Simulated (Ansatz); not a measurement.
Geometry optimisation, Ansatz, RKS PBE-D4/def2-SVP.

The input (input.yaml):

```yaml
crystal:
  periodic: [false, false, false]
  atoms:
    - { symbol: "N", position_ang: [-1.8401, 0.9073, 1.3697] }
    - { symbol: C, position_ang: [-0.933, 0.1974, 1.7923] }
    - { symbol: O, position_ang: [0.0584, -0.235, 0.9291] }
    - { symbol: C, position_ang: [0.2241, 0.1174, -0.4413] }
    - { symbol: B, position_ang: [1.4357, -0.5645, -1.1128] }
    - { symbol: O, position_ang: [1.719, -0.332, -2.5132] }
    - { symbol: H, position_ang: [-2.6196, 1.2758, 2.0041] }
    - { symbol: H, position_ang: [-0.8724, -0.0825, 2.8265] }
    - { symbol: H, position_ang: [0.2207, 1.2266, -0.5089] }
    - { symbol: H, position_ang: [-0.754, -0.2664, -0.936] }
    - { symbol: H, position_ang: [2.158, -1.2121, -0.4193] }
    - { symbol: H, position_ang: [1.2803, -1.0873, -2.956] }
basis:
  gaussian: { orbitals: def2-SVP }
hamiltonian:
  xc: pbe
  dispersion: d4
relax:
  f_tol: 0.015
  max_steps: 40
output:
  orbitals: {}
```

Launched with:

```bash
$ ansatz run input.yaml --threads 2 --pin off --max-ram 3072MiB --backend cpu --events-out ev --progress --plain --runs-dir out
```

Where does it end, and by what steps?

It converged. The force dipped under the threshold on the way, but the program's further checks kept it going. After 17 steps the energy has fallen by 1.411 eV; H12 moved furthest, 0.86 Å.

| step | energy less start (eV) | largest force component (eV/Å) | accepted |
| --- | --- | --- | --- |
| 0 | 0.0000 | 4.004 | yes |
| 1 | -0.6329 | 1.218 | yes |
| 2 | -0.8471 | 2.606 | yes |
| 3 | -1.1866 | 1.388 | yes |
| 4 | -1.3098 | 0.843 | yes |
| 5 | -1.3807 | 0.282 | yes |
| 6 | -1.4009 | 0.195 | yes |
| 7 | -1.3978 | 0.342 | no |
| 8 | -1.4082 | 0.061 | yes |
| 9 | -1.4091 | 0.070 | yes |
| 10 | -1.4098 | 0.022 | yes |
| 11 | -1.4098 | 0.145 | yes |
| 12 | -1.4102 | 0.096 | yes |
| 13 | -1.4106 | 0.022 | yes |
| 14 | -1.4107 | 0.002 | yes |
| 15 | -1.4108 | 0.021 | yes |
| 16 | -1.4108 | 0.018 | yes |
| 17 | -1.4108 | 0.014 | yes |

```xyz
12
Properties=species:S:1:pos:R:3
N -1.820 1.014 1.286
C -0.901 0.262 1.758
O 0.080 -0.269 1.007
C 0.050 0.054 -0.396
B 1.244 -0.643 -1.153
O 1.356 -0.392 -2.486
H -2.456 1.299 2.044
H -0.763 -0.064 2.813
H 0.070 1.161 -0.531
H -0.932 -0.244 -0.833
H 2.039 -1.380 -0.587
H 2.110 -0.857 -2.888
```

Whether the end is a true minimum wasn't checked by a vibrational analysis.

Run time: 37 s on 2 threads of Arm Neoverse V2 (shared host), peak memory 0.15 GiB.
